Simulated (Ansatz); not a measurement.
Two members of one family ([Ln(H2O)6]3+), computed with Ansatz in the gas phase; def2 core potentials for Er, Tm, no spin–orbit coupling. The two geometries come from different levels. HOMO and LUMO are taken over both spins. With an open 4f shell the SCF may have ended above the lowest state. The structures are stationary points that may keep the symmetry of their start.

First: [Er(H2O)6]3+ (quartet, charge 3, PBE-D4/def2-SVP geometry).

```xyz
19

Er   -0.001    0.001   -0.002
O    -2.242   -0.530   -0.119
H    -2.831   -0.843    0.608
H    -2.834   -0.497   -0.909
O     2.242    0.524    0.114
H     2.834    0.489    0.903
H     2.832    0.833   -0.614
O     0.539   -2.185   -0.496
H    -0.076   -2.939   -0.664
H     1.437   -2.583   -0.589
O    -0.540    2.187    0.503
H    -1.439    2.584    0.596
H     0.074    2.939    0.676
O     0.003   -0.510    2.247
H    -0.176    0.094    3.007
H     0.184   -1.382    2.672
O    -0.002    0.515   -2.249
H    -0.185    1.388   -2.673
H     0.180   -0.086   -3.011
```

```tsv
level	HOMO (eV)	LUMO (eV)	gap (eV)
PBE-D4/def2-SVP	-20.85	-19.06	1.79
PBE-D4/def2-TZVP	-21.03	-19.24	1.79
r2SCAN-D4/def2-TZVP	-21.45	-17.02	4.43
PBE0-D4/def2-SVP	-22.79	-15.19	7.60
```

Metal–donor distances: 6 × O 2.31 Å.

Second: [Tm(H2O)6]3+ (triplet, charge 3, r2SCAN-D4/def2-SVP geometry).

Cartesian coordinates in Å:
```
Tm -0.004 0.000 0.000
O 1.021 1.866 -0.790
H 1.452 2.580 -0.276
H 1.134 2.143 -1.723
O -1.020 -1.872 0.790
H -1.130 -2.150 1.724
H -1.452 -2.587 0.277
O -1.968 1.122 0.106
H -2.141 2.057 -0.133
H -2.838 0.786 0.404
O 1.962 -1.124 -0.103
H 2.832 -0.789 -0.401
H 2.133 -2.057 0.142
O 0.474 0.639 2.121
H 1.269 0.422 2.649
H -0.066 1.197 2.716
O -0.471 -0.634 -2.125
H 0.077 -1.183 -2.722
H -1.265 -0.417 -2.657
```

Problem. What does the change do? Estimate second minus first.

Solution. 
| level | Δ HOMO (eV) | Δ LUMO (eV) | Δ gap (eV) |
| --- | --- | --- | --- |
| PBE-D4/def2-SVP | 0.30 | -0.83 | -1.13 |
| PBE-D4/def2-TZVP | 0.30 | -0.82 | -1.13 |
| r2SCAN-D4/def2-TZVP | 0.66 | -1.52 | -2.18 |
| PBE0-D4/def2-SVP | -0.15 | -0.96 | -0.81 |

Metal–donor distances: 6 × O 2.27 Å.
